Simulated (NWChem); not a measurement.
System: tetramethylsilane (C$_{4}$H$_{12}$Si); SMILES C[Si](C)(C)C

NWChem printed, in part:

```
             Northwest Computational Chemistry Package (NWChem) 7.3.0
             --------------------------------------------------------

                             Geometry "geometry" -> ""
                             -------------------------

 Output coordinates in angstroms (scale by  1.889725989 to convert to a.u.)

  No.       Tag          Charge          X              Y              Z
 ---- ---------------- ---------- -------------- -------------- --------------
    1 C                    6.0000    -0.99889700    -1.06904200    -1.20689200
    2 Si                  14.0000    -0.00025700     0.00019000    -0.00015500
    3 C                    6.0000    -1.17967300     0.83901200     1.22536500
    4 C                    6.0000     1.22422800    -1.09363600     0.94920300
    5 C                    6.0000     0.95287300     1.32376400    -0.96782800
    6 H                    1.0000    -1.56435800    -1.84638300    -0.67817200
    7 H                    1.0000    -0.34601600    -1.57133600    -1.93136500
    8 H                    1.0000    -1.71870600    -0.46621000    -1.77429300
    9 H                    1.0000    -0.63424800     1.46766100     1.94005400
   10 H                    1.0000    -1.74765200     0.09938800     1.80312300
   11 H                    1.0000    -1.90407900     1.48030500     0.70818400
   12 H                    1.0000     0.70446000    -1.87269600     1.52056900
   13 H                    1.0000     1.92368900    -1.59504800     0.26889600
   14 H                    1.0000     1.81902100    -0.50564700     1.65907200
   15 H                    1.0000     1.64543900     0.87184300    -1.68868200
   16 H                    1.0000     0.27240700     1.97614800    -1.52893100
   17 H                    1.0000     1.54343600     1.96126500    -0.29831200

 Effective nuclear repulsion energy (a.u.)     244.0647513910

                              NWChem Property Module
                              ----------------------

  itol2e modified to match energy
  convergence criterion.

                                 NWChem DFT Module
                                 -----------------

[...]

          -----------------------------------------
          Chemical Shielding Tensors (GIAO, in ppm)
          -----------------------------------------

                                NWChem CPHF Module
                                ------------------

  scftype          =     RHF
  nclosed          =       25
  nopen            =        0
  variables        =     8250
  # of vectors     =        3
  tolerance        = 0.10D-03
  level shift      = 0.00D+00
  max iterations   =       50
  max subspace     =       30

 SCF residual:    2.4124646919389980E-004

Iterative solution of linear equations
  No. of variables     8250
  No. of equations        3
  Maximum subspace       30
        Iterations       50
       Convergence  1.0D-04

   iter   nsub   residual    time
   ----  ------  --------  ---------
     1      3    2.38D-01    4649.2
     2      6    8.35D-03    4848.4
     3      9    3.06D-04    5037.8
     4     12    9.18D-06    5215.6

------------------------------------------------------------
EAF file 0: "./job.aoints.0" size=3195535360 bytes
------------------------------------------------------------
               write      read    awrite     aread      wait
               -----      ----    ------     -----      ----
     calls:     6104         1         0         0         0
   data(b): 3.20e+09  5.24e+05  0.00e+00  0.00e+00
   time(s): 0.00e+00  0.00e+00  0.00e+00  0.00e+00  0.00e+00
rate(mb/s): 0.00e+00  0.00e+00
------------------------------------------------------------

      Atom:    1  C
        Diamagnetic
    247.6238      3.2469      3.6654
      3.2469    248.0691      3.9238
      3.6654      3.9238    249.0251

        Paramagnetic
    -63.2336     -0.6334     -0.7222
     -0.6334    -63.3091     -0.7647
     -0.7222     -0.7647    -63.5067

        Total Shielding Tensor
    184.3902      2.6136      2.9432
      2.6136    184.7599      3.1591
      2.9432      3.1591    185.5183

           isotropic =     184.8895
          anisotropy =       8.7984

          Principal Components and Axis System
                 1           2           3
              190.7551    181.9584    181.9549

      1         0.5260      0.4668     -0.7110
      2         0.5645      0.4337      0.7023
      3         0.6362     -0.7708     -0.0354

      Atom:    2  Si
        Diamagnetic
    879.4858      0.0007     -0.0000
      0.0007    879.4864     -0.0017
     -0.0000     -0.0017    879.4842

        Paramagnetic
   -538.9989      0.0103     -0.0106
      0.0103   -538.9362     -0.0023
     -0.0106     -0.0023   -539.0105

        Total Shielding Tensor
    340.4868      0.0110     -0.0107
      0.0110    340.5502     -0.0039
     -0.0107     -0.0039    340.4737

           isotropic =     340.5036
          anisotropy =       0.0733

          Principal Components and Axis System
                 1           2           3
              340.5525    340.4906    340.4677

      1         0.1758      0.8496      0.4973
      2         0.9817     -0.1886     -0.0248
      3        -0.0727     -0.4926      0.8672

      Atom:    3  H
        Diamagnetic
     29.6827      7.0880     -1.6107
      7.0880     33.3249     -2.5265
     -1.6107     -2.5265     27.8709

        Paramagnetic
      1.4615     -2.3169      0.4339
     -2.3169      0.2860      0.7929
      0.4339      0.7929      1.4983

        Total Shielding Tensor
     31.1443      4.7711     -1.1768
      4.7711     33.6109     -1.7336
     -1.1768     -1.7336     29.3693

           isotropic =      31.3748
          anisotropy =       9.6721

[...]
```

Level: PBE0/pcSseg-2, GIAO. All runs use the structure optimised with B3LYP/6-31G* (spherical d). No frequency run checked for a minimum. The output numbers the shielded atoms by their place in the input's list. The printed shielding anisotropy is the first printed principal value minus the mean of the other two.

Question: Which NWChem input produces such a log?

Answer: This is not unique; one that fits is the input that was run:
```
start job
memory heap 200 mb stack 700 mb global 900 mb
geometry units angstroms noautosym nocenter noautoz
  C     -0.998897    -1.069042    -1.206892
  Si    -0.000257     0.000190    -0.000155
  C     -1.179673     0.839012     1.225365
  C      1.224228    -1.093636     0.949203
  C      0.952873     1.323764    -0.967828
  H     -1.564358    -1.846383    -0.678172
  H     -0.346016    -1.571336    -1.931365
  H     -1.718706    -0.466210    -1.774293
  H     -0.634248     1.467661     1.940054
  H     -1.747652     0.099388     1.803123
  H     -1.904079     1.480305     0.708184
  H      0.704460    -1.872696     1.520569
  H      1.923689    -1.595048     0.268896
  H      1.819021    -0.505647     1.659072
  H      1.645439     0.871843    -1.688682
  H      0.272407     1.976148    -1.528931
  H      1.543436     1.961265    -0.298312
end
basis spherical
  * library pcsseg-2
end
dft
  xc pbe0
  iterations 150
  semidirect filesize 400000000
end
property
  shielding 3 1 2 6
end
task dft property
```
